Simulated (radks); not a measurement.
Task: The lead ion Pb2+, [Hg]. Calculated with a radial shooting solver on a logarithmic mesh with Libxc functionals: non-relativistic Kohn-Sham, PBE, spin-polarised, spherical densities, point nucleus. Every spin shell is full or empty, so the densities are truly spherical. Functionals are evaluated on that one density, not self-consistently. Rank these exchange functionals by their error against the exact value of the orbitals, and give that value: LDA, B88, PBE, RPBE, B86b, TPSS, MS2, MVS.

Result: Exact: -358.644 hartree. From best to worst, with 100 (|E| - |E exact|)/|E exact| (equal figures are ties): B86b 0.00, B88 +0.06, MVS +0.07, RPBE -0.23, PBE -0.34, TPSS -0.44, MS2 -0.67, LDA -3.76.
